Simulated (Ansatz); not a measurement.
`[SnH3][CH2][SnH3]` + H₂ → `[SnH4]` + `[CH3][SnH3]` at 700 K and 1 bar (hydrogenolysis of the Sn–C bond).

Gas-phase electronic energies from Ansatz, PBE0-D4/def2-TZVP geometries. CBS: MP2 limit from def2 TZ/QZ plus the TZ coupled-cluster correction, frozen cores. This one scheme is used for every species. def2 core potentials past Kr. For Sn outer-core shells are correlated without core-valence functions, which leaves a few kJ/mol of doubt a bond.

```csv
species,CCSD(T)/CBS energy (Eh),H − E (kJ/mol),S (J/(mol·K))
`[SnH3][CH2][SnH3]`,-470.86997,260.4,512.2
H₂,-1.17544,46.8,155.3
`[SnH4]`,-216.39156,106.0,282.9
`[CH3][SnH3]`,-255.66383,202.9,368.5
```

H − E and S are ideal-gas, rigid-rotor, harmonic terms from PBE0-D4/def2-TZVP. The MP2-based limit puts H₂ 0.8 mEh under its directly extrapolated value; such offsets cancel only in part. 1 Eh = 2625.50 kJ/mol, R = 8.31446 J/(mol·K).

Problem. By hand: ΔE, ΔH, ΔS and ΔG.

Solution. ΔE = (-216.39156) + (-255.66383) − (-470.86997) − (-1.17544) = -0.00998 Eh = -26.2 kJ/mol. Δ(H − E) = 106.0 + 202.9 − 260.4 − 46.8 = 1.7, so ΔH = -24.5 kJ/mol. ΔS = 282.9 + 368.5 − 512.2 − 155.3 = -16.1 J/(mol·K). ΔG = -24.5 − 700 × (-16.1)/1000 = -13.2 kJ/mol.

Problem. By hand: the equilibrium constant, and the temperature at which ΔG would vanish if ΔH and ΔS stayed fixed.

Solution. log₁₀ K = −ΔG/(RT ln 10) = 1.0. ΔG = 0 at ΔH/ΔS = 1522 K, though so small a ΔS makes that figure unsure.

TΔS isn't small against ΔH here. A doubt of 5 kJ/mol in ΔE shifts log₁₀ K by 0.4 here. Modes under 60 cm⁻¹, often nearly free rotors, make the harmonic entropy too high. These are equilibria of isolated gas molecules and say nothing of rates. Largest T1 diagnostic: 0.013 (customary marks: 0.02 for closed shells, 0.045 for open ones).
